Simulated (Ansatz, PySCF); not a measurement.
GeO, triplet, at a GFN2-xTB geometry (the spin is typed, not shown lowest). Base run: B3LYP/6-31G* run with PySCF.

Geometry (Å):
```xyz
2

Ge     0.0000     0.0000    -0.3348
O      0.0000     0.0000     1.3391
```
Charge 0, spin multiplicity 3.
Orbitals are unrestricted.
All else is at PySCF's defaults.

The same geometry, method and basis name were run in Ansatz (a first-principles code) and PySCF, at each program's defaults and at the settings that a row names. The base is PySCF at its defaults. Differences at the defaults can come from grids, fitting, cores and function types together.

| code and settings | ΔE vs base (mEh) | basis functions | E (Eh) | SCF cycles | dipole (D) |
|---|---|---|---|---|---|
| PySCF, defaults (exact integrals, its default grid, spherical functions) | 0.000 | 46 | -2151.84532 | 12 | 2.35 |
| Ansatz, defaults (factorised integrals, its default grid, Cartesian functions) | -12.579 | 50 | -2151.85790 | - | - |
| PySCF, density fitting with def2-universal-jkfit | -0.001 | 46 | -2151.84532 | 12 | 2.35 |
| PySCF, fine grid | -0.001 | 46 | -2151.84532 | 12 | 2.35 |
| Ansatz, high accuracy, Cartesian functions as the basis file defines them | -12.580 | 50 | -2151.85790 | - | - |

Open shells are given as the SCF converged; they aren't shown to be the lowest states, and a large step between rows can be another state.
